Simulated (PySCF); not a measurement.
Run record: excited-state job, `Fc1c[se]nc1F`.

Computed with TDDFT CAM-B3LYP/def2-SVPD, vertical, gas phase, core orbitals frozen in the response (PySCF 2.14.0, density-fitted response routines). Geometry: GFN2-xTB. A driver script takes a list of jobs; this job's settings line and coordinates (Å) are shown.

Input:
```
{"job": {"kind": "uv", "xc": "CAM-B3LYP", "basis": "def2-SVPD", "nstates": 8, "ntriplets": 3}, "charge": 0, "multiplicity": 1}
F     -0.020972    -1.952624    -0.140921
C      0.059270    -0.664128     0.193973
C      1.219484     0.046613     0.270221
Se     0.823412     1.774615     0.767644
N     -0.895287     1.370827     0.826320
C     -1.079973     0.127388     0.514419
F     -2.306508    -0.373165     0.500678
H      2.209631    -0.320113     0.077936
```

Output:
```
coarse grid: 41064 points
cycle   1  E = -2770.2143279153  dE =  6.307e-01  |g| = 7.046e-01  |ddm| = 4.670e+00
cycle   2  E = -2770.1608605307  dE =  5.347e-02  |g| = 9.265e-01  |ddm| = 1.751e+00
cycle   3  E = -2770.3096109958  dE = -1.488e-01  |g| = 9.391e-02  |ddm| = 9.918e-01
cycle   4  E = -2770.3108544017  dE = -1.243e-03  |g| = 5.455e-02  |ddm| = 1.675e-01
cycle   5  E = -2770.3114551129  dE = -6.007e-04  |g| = 1.604e-02  |ddm| = 8.468e-02
cycle   6  E = -2770.3115072992  dE = -5.219e-05  |g| = 5.310e-03  |ddm| = 2.256e-02
cycle   7  E = -2770.3115119741  dE = -4.675e-06  |g| = 9.585e-04  |ddm| = 7.068e-03
final grid: 86272 points
cycle   8  E = -2770.3114770188  dE = -1.179e-07  |g| = 1.019e-03  |ddm| = 3.803e-03
cycle   9  E = -2770.3114768335  dE =  1.853e-07  |g| = 1.418e-03  |ddm| = 2.912e-03
cycle  10  E = -2770.3114773088  dE = -4.753e-07  |g| = 1.565e-04  |ddm| = 1.771e-03
cycle  11  E = -2770.3114773150  dE = -6.238e-09  |g| = 7.142e-05  |ddm| = 2.323e-04
cycle  12  E = -2770.3114773168  dE = -1.801e-09  |g| = 2.708e-05  |ddm| = 1.871e-04
cycle  13  E = -2770.3114773170  dE = -1.933e-10  |g| = 5.855e-06  |ddm| = 5.494e-05
converged SCF energy = -2770.3114773170

Static polarisability (au): isotropic 63.572, principal 42.808 64.809 83.100

Singlet excitations
state   eV       nm        f      main configurations
  1   5.0297    246.5   0.00000   H->L+1 0.90
  2   5.2236    237.4   0.15122   H->L 0.94
  3   5.8887    210.5   0.00233   H-2->L 0.93
  4   6.0951    203.4   0.04598   H-1->L 0.93
  5   6.1961    200.1   0.00224   H-1->L+1 0.84
  6   6.3636    194.8   0.00199   H->L+2 0.82
  7   6.9649    178.0   0.03079   H->L+3 0.77, H-1->L+2 0.14
  8   6.9723    177.8   0.03214   H-2->L+1 0.88

Triplet excitations (Tamm-Dancoff, eV): 3.7944 4.0011 4.5741
```

The SCF starts on a coarse grid where the log names one; the energy can jump when the final grid takes over, and dE then counts from the start density on the new grid. H and L stand for HOMO and LUMO; the number after each pair is its weight.

Problem. Which computed singlet has the largest oscillator strength, and what do all of them sum to?

Solution. State 2 at 5.22 eV (237 nm), f = 0.151; the 8 states sum to 0.267.

Problem. Give S1 in cm⁻¹ and kJ/mol.

Solution. 5.0297 eV × 8065.54 = 40567 cm⁻¹; × 96.485 = 485.3 kJ/mol.

In short: HOMO -8.76 eV, LUMO -0.55 eV; lowest singlet 5.03 eV; lowest triplet 3.79 eV (Tamm–Dancoff); mean polarisability 63.6 au.

 The CAM-B3LYP/def2-SVPD calculation is non-relativistic and has no spin–orbit coupling, an omission that weighs most on selenium.

Problem. How long does this job take on an Arm Neoverse V1 with one thread (shared host)?

Solution. About 32 s.
Labels such as C1 count atoms from 1, the log's own numbers from 0.
